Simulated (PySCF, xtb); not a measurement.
Ge(F)(Br)(OH)2 (BrFGeH2O2), SMILES [OH][Ge]([OH])([F])[Br]. Other conformers were not sampled.

Harmonic wavenumbers (cm⁻¹) from GFN2-xTB run with xtb at its own minimum, in rising order: 115, 131, 174, 193, 196, 229, 253, 318, 461, 584, 622, 782, 796, 3618, 3632.

**Question.** What does PBE-D3(BJ)/def2-SVP (PySCF) give at its own minimum? (The exact figures need the calculation; the answer reports its results.)

**Answer.** 109, 122, 164, 184, 222, 234, 262, 326, 674, 715, 734, 893, 917, 3703, 3717. Paired by order, the mean absolute difference is 63 cm⁻¹ and the zero-point energies are 17.3 and 18.5 kcal/mol.
